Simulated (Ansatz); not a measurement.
Calculated with Ansatz (gas phase, PBE0-D4/def2-TZVP geometries, no zero-point term in ΔE). CCSD(T)/CBS adds triple-zeta CCSD(T) − MP2 to the extrapolated MP2 energy (def2 sets, frozen cores). Functionals use def2-TZVPP. B3LYP here is the variant with VWN-RPA as its local correlation; programs differ in this. For Zn outer-core shells are correlated without core-valence functions, which leaves a few kJ/mol of doubt a bond. Scalar relativity is left out up to krypton. Each species was taken in one conformer, which may not be the lowest.

Reaction (redistribution): `O[CH2][Zn][SH]` + `CSBO[SiH3]` → `C[S][Zn][SH]` + `OCBO[SiH3]`

`O[CH2][Zn][SH]`:

Cartesian coordinates in Å:
```
O 1.350 1.361 0.639
C 0.299 1.045 -0.270
Zn -0.686 -0.598 0.197
S -1.739 -2.410 0.800
H 2.046 0.708 0.542
H 0.658 1.019 -1.306
H -0.406 1.878 -0.214
H -1.522 -3.003 -0.388
```

`CSBO[SiH3]`:

Cartesian coordinates in Å:
```
C 0.370 -0.751 -2.458
S 0.449 0.314 -0.999
B -0.393 -0.664 0.254
O -0.547 -0.199 1.514
Si -0.119 1.185 2.313
H -0.126 -1.687 -2.204
H -0.187 -0.244 -3.245
H 1.381 -0.956 -2.806
H -0.824 -1.744 -0.036
H -0.715 2.365 1.638
H -0.647 1.063 3.691
H 1.359 1.316 2.339
```

`C[S][Zn][SH]`:

```xyz
8

C    -0.452   -0.936   -1.350
S    -0.694   -1.292    0.423
Zn   -0.044    0.543    1.354
S     0.578    2.387    2.302
H    -0.759   -1.834   -1.886
H     0.593   -0.736   -1.584
H    -1.072   -0.106   -1.684
H     1.851    1.973    2.425
```

`OCBO[SiH3]`:

Z-matrix (Å, degrees):
```
C
B 1 1.568
O 1 1.415 2 111.4
H 1 1.103 2 108.1 3 123.3
H 1 1.103 2 107.9 3 -123.2
O 2 1.354 1 117.8 3 -179.5
H 2 1.203 1 122.0 3 0.5
H 3 0.959 1 108.7 2 -180.0
Si 6 1.654 2 132.1 1 179.9
H 9 1.482 6 108.1 2 121.7
H 9 1.483 6 108.2 2 -119.6
H 9 1.485 6 110.3 2 1.0
```

| level | ΔE (eV) |
| --- | --- |
| B3LYP-D4 | -0.37 |
| SCS-MP2/def2-QZVPP | -0.45 |

Question: What does CCSD(T)/CBS give? (Estimate.)

Answer: Computed: -0.45 eV. The listed levels differ from it by 0.08, 0.00 eV.

Largest T1 diagnostic among the species: 0.014.

From PBE to PBE0 (25 % exact exchange), in def2-TZVPP and without D4, ΔE moves by −0.12 eV. In def2-TZVPP, CCSD(T) changes the Hartree–Fock value by +0.36 eV (the triples alone add +0.06 eV) and MP2 by +0.38 eV.
